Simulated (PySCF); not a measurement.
**Mayer bond orders and bond lengths**

Compound: C7H10OSi.
Atom-mapped SMILES: `[CH2:1]=[C:2]([C:3]#[C:4][SiH2:5][CH3:6])[C:7]([CH3:8])=[O:9]` (hydrogens: H10, H11 on C1; H12, H13 on Si5; H14, H15, H16 on C6; H17, H18, H19 on C8)

Structure used (GFN2-xTB), in Å, numbered top down from 1:
```
atom  x, y, z in Å
C1     1.6573    2.0128   -1.2633
C2     1.5590    0.8088   -0.6866
C3     0.3180    0.2713   -0.2719
C4    -0.7427   -0.1904    0.0821
Si5   -2.3661   -0.8954    0.6191
C6    -3.7247    0.3666    0.2215
C7     2.7943   -0.0094   -0.4685
C8     2.5704   -1.3448    0.1867
O9     3.8844    0.3899   -0.8013
H10    0.7977    2.6360   -1.4421
H11    2.6242    2.3808   -1.5647
H12   -2.2880   -1.1496    2.0632
H13   -2.5811   -2.1433   -0.1242
H14   -4.7030   -0.0101    0.5080
H15   -3.7557    0.5909   -0.8414
H16   -3.5640    1.3023    0.7505
H17    1.8946   -1.9415   -0.4232
H18    2.0981   -1.2010    1.1567
H19    3.5174   -1.8644    0.3074
```

Bond orders from the PBE0/pcSseg-1 density (PySCF). Geometry: GFN2-xTB, one conformer, isolated molecule.

(1) How far do the computed orders between heavy atoms stray from the drawn ones?

(2) Give the Mayer order of every bond between heavy atoms, beside its length.

Results:

(1) The largest departure is 0.748, at C3–C4 (drawn triple, 2.252). Drawn double or triple, more than 0.30 short of the drawn order: C3–C4 (2.252).

(2) 
```
  bond  drawn as  length (Å)  Mayer order
 C1–C2    double       1.339        1.944
 C2–C3    single       1.414        0.920
 C3–C4    triple       1.210        2.252
C4–Si5    single       1.850        0.992
Si5–C6    single       1.896        0.962
 C2–C7    single       1.498        0.941
 C7–C8    single       1.504        1.067
 C7–O9    double       1.208        2.006
```

By pair of heavy elements: C–C: lowest C2–C3 (0.920, 1.414 Å), highest C3–C4 (2.252, 1.210 Å); in 3 of the 10 pairs the longer bond (by over 0.003 Å) has the higher order (by 0.02 or more). C–Si: lowest Si5–C6 (0.962, 1.896 Å), highest C4–Si5 (0.992, 1.850 Å).

Q: And the bonds to hydrogen?

A: C–H: 0.91 to 0.96 (8 bonds); H–Si: 0.93 to 0.94 (2 bonds).

Q: Sum the orders of all bonds at each heavy atom with more than one neighbour and set the sums beside the valence in the SMILES.

A: C1 3.802 (drawn 4), C2 3.805 (drawn 4), C3 3.172 (drawn 4), C4 3.244 (drawn 4), Si5 3.823 (drawn 4), C6 3.834 (drawn 4), C7 4.014 (drawn 4), C8 3.882 (drawn 4). Orders between atoms that aren't bonded are not in these sums.

For a closed shell the Mayer order of atoms A and B is Σ (PS)μν (PS)νμ over the basis functions μ on A and ν on B, with P the density and S the overlap matrix.

These values come from a run that also computed NMR shieldings. Time: 43 s of wall time (grids of density and orbitals included); peak memory 0.87 GiB. Hardware: an Arm Neoverse V2 with one thread, shared host.
